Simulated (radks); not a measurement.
Excited configurations of the zinc ion Zn3+: one electron is placed in a higher orbital outside [Ar] 3d8. The ground configuration is [Ar] 3d9. All-electron calculation, scalar-relativistic Kohn-Sham, BLYP, spin-polarised, spherical densities, finite nucleus; open shells are filled with parallel spins first; Fermi nuclear charge, rms radius 3.9283 fm. Program: a radial shooting solver on a logarithmic mesh with Libxc functionals. Excitation = E - E(ground); binding = E(ion) - E, where the ion is the core of charge +4; n* = 4/sqrt(2 binding) in atomic units, and the quantum defect is n - n*.

outer orbital  excitation (eV)  binding (eV)     n*  quantum defect  eigenvalue (eV)  <r> (bohr)
4p                      25.609        35.193  2.487           1.513          -30.484       2.206
5p                      42.794        18.008  3.477           1.523          -15.965       4.436
6s                      48.237        12.565  4.162           1.838          -11.248       6.643
7s                      52.420         8.382  5.096           1.904           -7.499       10.01
7p                      53.262         7.540  5.373           1.627           -6.752       10.89

The Delta-SCF ionisation energy is 60.802 eV (NIST Atomic Spectra Database: 59.57 eV, measured). Self-interaction in the functional shifts the binding energies and quantum defects, so they are the method's values and not measured ones. Open shells are spherical and high-spin; term and fine-structure splittings are not resolved.
